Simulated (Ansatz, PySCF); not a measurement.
The PySCF input:
```python
from pyscf import gto, scf

mol = gto.M(
    atom='''
C    -4.321326    0.014499   -0.043546
O    -3.228898    0.692263    0.515243
C    -2.109303    0.857819   -0.264251
C    -1.135091   -0.385956   -0.141938
O     0.017743   -0.172476   -0.876243
C     1.142687    0.312111   -0.233221
C     2.111357   -0.877780    0.162838
O     3.200960   -0.420679    0.864504
C     4.319502    0.003234    0.133635
H    -5.166976    0.188381    0.620795
H    -4.132088   -1.066366   -0.090598
H    -4.549139    0.371046   -1.053015
H    -2.342428    0.994612   -1.327150
H    -1.571919    1.730054    0.122657
H    -1.647416   -1.249064   -0.578938
H    -0.941463   -0.549218    0.923576
H     0.908940    0.865371    0.682603
H     1.678259    0.949236   -0.944301
H     2.384671   -1.405251   -0.759055
H     1.552628   -1.542521    0.830083
H     4.140538    0.984223   -0.326719
H     5.137261    0.100482    0.846741
H     4.583740   -0.707404   -0.655812
''',
    basis='sto-3g',
    charge=1,
    spin=1,
    verbose=4,
)

mf = scf.UHF(mol)
mf.kernel()
```

Problem. Write the same job for Ansatz (a first-principles code).

Solution. One answer among several that fit: 
Ansatz 0.2 input:
```yaml
crystal:
  periodic: [false, false, false]
  atoms:
    - {symbol: C, position_ang: [-4.32132609, 0.01449925, -0.04354565]}
    - {symbol: O, position_ang: [-3.22889778, 0.69226264, 0.51524295]}
    - {symbol: C, position_ang: [-2.10930340, 0.85781854, -0.26425094]}
    - {symbol: C, position_ang: [-1.13509071, -0.38595611, -0.14193794]}
    - {symbol: O, position_ang: [0.01774253, -0.17247583, -0.87624319]}
    - {symbol: C, position_ang: [1.14268708, 0.31211147, -0.23322109]}
    - {symbol: C, position_ang: [2.11135685, -0.87778016, 0.16283828]}
    - {symbol: O, position_ang: [3.20096009, -0.42067938, 0.86450393]}
    - {symbol: C, position_ang: [4.31950192, 0.00323352, 0.13363489]}
    - {symbol: H, position_ang: [-5.16697599, 0.18838127, 0.62079508]}
    - {symbol: H, position_ang: [-4.13208795, -1.06636634, -0.09059802]}
    - {symbol: H, position_ang: [-4.54913894, 0.37104555, -1.05301547]}
    - {symbol: H, position_ang: [-2.34242845, 0.99461160, -1.32715006]}
    - {symbol: H, position_ang: [-1.57191929, 1.73005395, 0.12265680]}
    - {symbol: H, position_ang: [-1.64741630, -1.24906372, -0.57893754]}
    - {symbol: H, position_ang: [-0.94146282, -0.54921753, 0.92357614]}
    - {symbol: H, position_ang: [0.90894025, 0.86537063, 0.68260260]}
    - {symbol: H, position_ang: [1.67825947, 0.94923610, -0.94430148]}
    - {symbol: H, position_ang: [2.38467079, -1.40525105, -0.75905549]}
    - {symbol: H, position_ang: [1.55262782, -1.54252087, 0.83008303]}
    - {symbol: H, position_ang: [4.14053797, 0.98422341, -0.32671949]}
    - {symbol: H, position_ang: [5.13726071, 0.10048207, 0.84674119]}
    - {symbol: H, position_ang: [4.58373998, -0.70740358, -0.65581204]}
basis:
  gaussian:
    orbitals: STO-3G
hamiltonian:
  xc: hf
total_charge: 1
magnetization: {spin_polarized: true, initial_magnetization: 1}
accuracy: high
```

Both were run: PySCF gave -453.873733 Eh and Ansatz -453.873733 Eh, 0.000 mEh apart.
